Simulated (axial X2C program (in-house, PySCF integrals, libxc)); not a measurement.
**Curves of NPrO⁻ from open-shell CI on f(δφ)1 f(π)0**

Calculated with an in-house all-electron X2C program for linear molecules (integrals from PySCF): two-component X2C with atomic mean-field Coulomb and Gaunt terms, basis N dyall-v3z, Pr dyall-v3z, O dyall-v3z (cores contracted in-house). Orbitals come from Hartree–Fock averaged over the configuration Pr f(δφ)1 f(π)0; CI then distributes these electrons over the f(δφ), f(π) shells of Pr.

Scan along the N–Pr bond with PrO moving as one mass, its bond held at 1.720 Å; masses N 14.003 u, Pr 140.908 u, O 15.995 u. Energies in cm⁻¹ from the lowest point; levels are followed by energy order within each Ω. Lowest level at 1.765 Å: 100% f(δφ)1.

```csv
R (Å),(1)Ω=5/2,(1)Ω=3/2,(1)Ω=7/2,(2)Ω=5/2
1.641,2936,4318,5405,6164
1.703,686,2220,3151,4067
1.765,0,1670,2462,3519
1.836,635,2442,3097,4296
1.906,2351,4270,4814,6130
1.986,5246,7267,7713,9136
2.083,9619,11714,12097,13604
```

**Question.** Fit the curves (1)Ω=5/2, (1)Ω=3/2, (1)Ω=7/2, (2)Ω=5/2 near their minima.

**Answer.** From the open-shell CI curves, Te from the lowest:

| level | Te (cm⁻¹) | Re (Å) | ωe (cm⁻¹) |
| --- | --- | --- | --- |
| (1)Ω=5/2 | 0 | 1.767 | 885.9 |
| (1)Ω=3/2 | 1668 | 1.761 | 893.8 |
| (1)Ω=7/2 | 2462 | 1.767 | 886.4 |
| (2)Ω=5/2 | 3517 | 1.760 | 894.7 |

Without dynamic correlation distances can be off by several hundredths of an Å (long for ionic bonds, short for multiple bonds) and the wavenumbers are rough.

Dynamic correlation is missing, so gaps between terms are too wide and other configurations may lie lower; the lowest level listed is that of this model, not necessarily the ground state. At most 6 roots were kept for each Ω > 0 (twice that for Ω = 0) within 3.5 eV of the lowest, so higher up levels can be missing between those listed; levels with Ω > 0 are doubly degenerate and listed once, Ω = 0 levels singly. States that fill the shells left empty in the average are placed too high. For an anion, levels above electron detachment are held by the basis set. The molecule was held linear; bending was not examined.
